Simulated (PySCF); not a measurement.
**Radial density of Sc (scandium, neutral)**

BHandHLYP, [Ar] 4s2 5s1, 2S determinant (an excited configuration). Computed with PySCF 2.14 in aug-cc-pVQZ-DK (9s8p6d4f3g2h, 140 functions), with the spin-free X2C one-electron Hamiltonian (Gaussian nucleus).

```tsv
r (bohr)	4πr²ρ (e/bohr)	4πr²(ρα − ρβ)
0.00125	0.1547	0.0000
0.00210	0.3970	0.0000
0.00354	0.9987	0.0001
0.00595	2.429	0.0002
0.0100	5.563	0.0004
0.0168	11.45	0.0008
0.0283	19.62	0.0013
0.0476	24.85	0.0012
0.0801	21.15	0.0002
0.135	18.98	0.0010
0.227	26.33	0.0044
0.381	16.31	0.0002
0.641	6.852	0.0091
1.08	8.071	0.0028
1.81	2.053	0.0213
3.05	0.8274	0.0214
5.13	0.1878	0.0361
8.63	0.1492	0.1471
14.5	0.02394	0.0239
24.4	2.058e-05	0.0000
```

Densities and radii are taken from the X2C orbitals without a picture-change correction, which distorts them close to the nucleus.

The outer electron is Rydberg-like, and this basis confines it to a smaller radius and binds it less than a complete one would.
